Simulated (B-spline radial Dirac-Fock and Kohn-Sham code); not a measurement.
ΔSCF core binding energies without Breit or QED terms, calculated with a radial atomic solver.

A sound run for the Zn atom, 1s2 2s2 2p6 3s2 3p6 3d10 4s2: The ground state converged in 10 iterations, with total energy -1794.61291 Ha, virial ratio 1.98123 and highest orbital energy -8.13 eV. ΔSCF binding energies: K (1s) 9684.7 eV, L3 (2p3/2) 1029.4 eV, M5 (3d5/2) 14.54 eV.

A second run, with one unsound setting: The ground state had not converged after 74 iterations, with total energy -1794.61285 Ha, virial ratio 1.98104 and highest orbital energy -8.12 eV. ΔSCF binding energies: K (1s) 9684.7 eV, L3 (2p3/2) 1029.4 eV, M5 (3d5/2) 14.55 eV (not all states converged, so these are not final).

```
iter   energy (Ha)        error
   1    -1794.04547621  1.08e+00
   2    -1794.52276572  7.86e-02
   3    -1794.53345777  7.54e-02
   4    -1794.54288557  7.23e-02
   5    -1794.55119564  6.93e-02
   6    -1794.55851820  6.65e-02
   7    -1794.56496882  6.38e-02
   8    -1794.57065002  6.12e-02
   9    -1794.57565261  5.88e-02
  17    -1794.59917634  4.26e-02
  25    -1794.60768372  3.12e-02
  33    -1794.61081646  2.31e-02
  41    -1794.61201262  1.72e-02
  49    -1794.61249464  1.29e-02
  57    -1794.61270260  9.68e-03
  65    -1794.61279931  7.31e-03
  73    -1794.61284763  5.54e-03
  74    -1794.61285175  5.35e-03
```

Problem. Which fault fits the second run best?
A. nuclear radius in wrong units
B. damping too heavy
C. overfilled shell
D. box too small

Solution. B. The input had damp = 0.97; ndamp = 100: damp is so close to 1 that the orbitals hardly move in each step.
